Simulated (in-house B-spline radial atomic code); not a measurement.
Configurations of Se IV (Se3+), with energies counted from [Ar] 3d10 4s2 4p1. Computed with a B-spline radial code for spherical atoms: non-relativistic CAM-B3LYP, spin-polarised, spherical fractional occupations, exact exchange averaged over the configuration, point nucleus. Shells without spins written out take the highest spin.

Occupations are held fixed; configurations that lie above the ionisation limit could autoionise.

```csv
configuration,E - E(ref) (eV),highest orbital,its <r> (bohr)
[Ar] 3d10 4s2 4f1,28.26,4f up,4.094
[Ar] 3d10 4s1 4p1 4f1,39.295,4f up,3.991
[Ar] 3d10 4s1 4p1 5d1,39.722,5d up,5.188
[Ar] 3d9 4s2 4p1 4d1,76.704,4d up,2.409
[Ne] 3s2 3p5 3d10 4s2 4p1 5d1,189.07,5d up,5.044
```

(1) Order these further configurations by energy, lowest first.
A. [Ar] 3d10 4s2 5p1
B. [Ar] 3d10 4s2 5d1
C. [Ar] 3d9 4s2 4p1 5f1
D. [Ar] 3d10 4s1 4p1 5f1
E. [Ar] 3d10 4s2 5s1

(2) How far above the reference does [Ne] 3s2 3p5 3d10 4s2 4p1 5f1 lie?

Answers

(1) E (19.194 eV), A (23.044 eV), B (28.729 eV), D (44.387 eV), C (94.455 eV).

(2) 193.97 eV; its least bound orbital is 5f up with <r> = 7.029 bohr.
